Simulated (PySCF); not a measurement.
B(CCH)2(OH) (C4H3BO), SMILES C(B(C#C)O)#C. Atoms are numbered in the order given.

```xyz
9

B     -0.4248    -0.0094     0.0000
C      0.3814     1.3017     0.0000
C      1.0137     2.3564     0.0000
H      1.5782     3.2799     0.0000
C      0.2942    -1.3641     0.0000
C      0.9079    -2.4289     0.0000
H      1.4411    -3.3705     0.0000
O     -1.7929     0.0037     0.0000
H     -2.1356     0.9172     0.0000
```

Geometry optimised at PBE-D3(BJ)/def2-SVP. Other conformers were not sampled.

Level of theory: PySCF with PBE/pcSseg-1.

GIAO shieldings, no solvent; atoms listed in one row are averaged. δ = σ(ref) − σ: ¹¹B against BF3 (σ = 83.9 ppm); ¹³C against TMS (σ = 182.0 ppm); ¹H against TMS (σ = 31.49 ppm); ¹⁷O against H2O (σ = 334.3 ppm), references at their B3LYP-D3(BJ)/def2-TZVP geometries, non-relativistic.

```csv
nucleus,atoms,count,δ (ppm)
¹¹B,B1,1,10.6
¹³C,C6,1,103.6
¹³C,C3,1,100.7
¹³C,"C2, C5",2,95.3
¹H,H9,1,6.53
¹H,"H4, H7",2,3.24
¹⁷O,O8,1,221.5
```
